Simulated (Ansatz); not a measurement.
`B[O][AlH][CH3]` + H₂O → `[CH3][AlH][OH]` + `BO` at 600 K and 1 bar (formal hydrolysis of the Al–O bond).

Isolated molecules relaxed with PBE0-D4/def2-TZVP in Ansatz; ΔE leaves out vibrations. CBS: MP2 limit from def2 TZ/QZ plus the TZ coupled-cluster correction, frozen cores. This one scheme is used for every species. Each species was taken in one conformer, which may not be the lowest.

```csv
species,CCSD(T)/CBS energy (Eh),H − E (kJ/mol),S (J/(mol·K))
`B[O][AlH][CH3]`,-383.73557,237.5,438.0
H₂O,-76.37941,76.8,212.8
`[CH3][AlH][OH]`,-358.31021,194.9,376.4
`BO`,-101.80414,119.7,267.1
```

H − E and S are ideal-gas, rigid-rotor, harmonic terms from PBE0-D4/def2-TZVP, for one conformer and one mirror image of each species. 1 Eh = 2625.50 kJ/mol, R = 8.31446 J/(mol·K).

By hand: ΔE, ΔH, ΔS and ΔG.

ΔE = (-358.31021) + (-101.80414) − (-383.73557) − (-76.37941) = 0.00063 Eh = 1.7 kJ/mol. Δ(H − E) = 194.9 + 119.7 − 237.5 − 76.8 = 0.3, so ΔH = 2.0 kJ/mol. ΔS = 376.4 + 267.1 − 438.0 − 212.8 = -7.3 J/(mol·K). ΔG = 2.0 − 600 × (-7.3)/1000 = 6.4 kJ/mol.

By hand: the equilibrium constant, and the temperature at which ΔG would vanish if ΔH and ΔS stayed fixed.

log₁₀ K = −ΔG/(RT ln 10) = -0.6. ΔH and −TΔS have one sign here, so there is no such temperature.

TΔS isn't small against ΔH here. A doubt of 5 kJ/mol in ΔE shifts log₁₀ K by 0.4 here. Other conformers and mirror images would add mixing entropy, several J/(mol·K) or more a flexible species. Modes under 60 cm⁻¹, often nearly free rotors, make the harmonic entropy too high. These are equilibria of isolated gas molecules and say nothing of rates. Largest T1 diagnostic: 0.014 (customary marks: 0.02 for closed shells, 0.045 for open ones).

ΔS is within the doubt of such terms, so its sign, and with it that verdict, could turn.
